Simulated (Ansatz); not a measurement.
CH5GaO2 (`[CH3][Ga]([OH])[OH]`). Total charge 0; spin multiplicity 1. Correlated methods include outer-core shells of Ga, which these sets cover unevenly. Scalar relativity is left out up to krypton.

```xyz
9

C     0.3845    1.1749   -0.7807
Ga   -0.2461   -0.3697    0.2229
O    -1.9643   -0.8431    0.2407
O     0.7429   -1.4829    1.2203
H     1.1148    0.8689   -1.5319
H    -0.4525    1.6626   -1.2799
H     0.8663    1.8924   -0.1142
H    -2.1249   -1.6233    0.7768
H     1.6794   -1.2799    1.2461
```

(1) Give the diagnostics of a CCSD(T)/def2-TZVPP run (frozen core, Ansatz 0.2.0). (Best estimate.)

## Answers

(1) Ansatz gave: T1 = 0.0136, largest single amplitude 0.037, largest double 0.032, (T) share of the correlation energy 3.7 %, 9 CCSD cycles. The RHF solution is stable towards an unrestricted one. T1 lies under the customary mark of 0.02 for closed shells.
